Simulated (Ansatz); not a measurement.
Process, species as SMILES: NB(N)O [diaminoborinic acid] → NB([O-])N + H+

Wanted: gas-phase deprotonation energy (electronic), in kcal/mol. Set-up: no dispersion term unless named; non-relativistic; spin-orbit terms left out; frozen cores in correlated levels. Basis-set limits of correlation are two-point, X^-3; Hartree-Fock from the larger set. First-principles rows: single points at B3LYP-D3(BJ) geometries (Ansatz, a program for electronic structure). Sets without +, aug- or the D of def2-TZVPD hold no diffuse functions, which anions need.

```
species    coefficient  E at HF/STO-3G (Ansatz), Eh  E at PBE0/def2-TZVPD (Ansatz), Eh
---------  -----------  ---------------------------  ---------------------------------
NB(N)O              -1                   -208.72198                         -212.57561
NB(N)[O-]           +1                   -207.93710                         -211.97096
H+                  +1                      0.00000                            0.00000
```

Coupled cluster (Ansatz) is a level with limits of its own, used here on species with T1 under 0.025 (0.045 for open shells) and stable references: CCSD(T)/CBS(aug-cc-pVTZ,aug-cc-pVQZ). Value to compare with, CCSD(T)/CBS(aug-cc-pVTZ,aug-cc-pVQZ) (Ansatz): 377.6 kcal/mol. 1 Eh = 627.5095 kcal/mol.

Compute it at each level from the table, and compare with CCSD(T)/CBS(aug-cc-pVTZ,aug-cc-pVQZ) (Ansatz).


- HF/STO-3G: the sum of coefficient times E is 0.78488 Eh, or 492.52 kcal/mol. Result: 492.5 kcal/mol. Its difference against CCSD(T)/CBS(aug-cc-pVTZ,aug-cc-pVQZ) (Ansatz) is 114.9 kcal/mol.
- PBE0/def2-TZVPD: the sum of coefficient times E is 0.60465 Eh, or 379.42 kcal/mol. Result: 379.4 kcal/mol. Its difference against CCSD(T)/CBS(aug-cc-pVTZ,aug-cc-pVQZ) (Ansatz) is 1.8 kcal/mol.
